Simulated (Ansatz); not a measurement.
The same path of F2Ge2H4 + H2 (10 atoms, charge 0, multiplicity 1) was run 3 times with different band settings. Lost on the way: Ge1–Ge2, H9–H10. Made: Ge1–H9, Ge2–H10.

Method: Ansatz, RHF/def2-SVP.

Relaxed end points:

```xyz
10
Properties=species:S:1:pos:R:3
Ge 0.492 -0.397 0.209
Ge 0.428 -0.268 2.652
H -0.779 -1.066 3.154
H 1.722 -0.875 3.204
H 0.309 1.201 3.057
F 1.763 0.609 -0.370
F -0.931 0.342 -0.426
H 0.638 -1.737 -0.502
H -3.158 1.090 0.801
H -3.726 1.218 1.271
```

```xyz
10
Properties=species:S:1:pos:R:3
Ge -0.576 0.144 -1.011
Ge -0.159 -0.167 3.611
H -0.518 -0.516 5.064
H 1.097 -0.940 3.203
H 0.071 1.342 3.497
F 0.406 0.500 0.352
F 0.292 0.779 -2.344
H -0.646 -1.362 -1.161
H -1.872 0.918 -0.874
H -1.337 -0.581 2.714
```

Common settings: spring 5.0 eV/Å²; optimiser quadratic models (default); force threshold 0.03 eV/Å; end points relaxed.

| run | movable images | climbing image | start path | iteration limit |
| --- | --- | --- | --- | --- |
| 1 | 9 | yes | through a guess of the saddle point | 55 |
| 2 | 1 | no | through a guess of the saddle point | 60 |
| 3 | 9 | yes | straight line | 60 |

(1) What does each run give, and how far can it be trusted?

Answers

(1) Run 1: converged after 23 iterations, highest image 3.746 eV above the first end. Neighbouring images differ by up to 3.2 eV, so the band resolves the path poorly. A vibrational analysis at the climbing image gives one clearly imaginary mode, 1886i cm⁻¹: a first-order saddle point.
Run 2: converged after 29 iterations, highest image 0.040 eV above the first end. No image climbed, so the highest image needn't sit at the top of the path. A band with more images between the same ends climbed to 3.75 eV, so this one has probably stepped over the top. So few images can step over the top or miss a turn of the path.
Run 3: converged after 47 iterations, highest image 3.746 eV above the first end. Neighbouring images differ by up to 3.1 eV, so the band resolves the path poorly. Another band between the same ends (9 images) ends at a top of the same energy, where a vibrational analysis finds 1 clearly imaginary mode.
The orbitals stay closed-shell, which can raise the energy where a bond breaks towards radicals; this wasn't checked here.
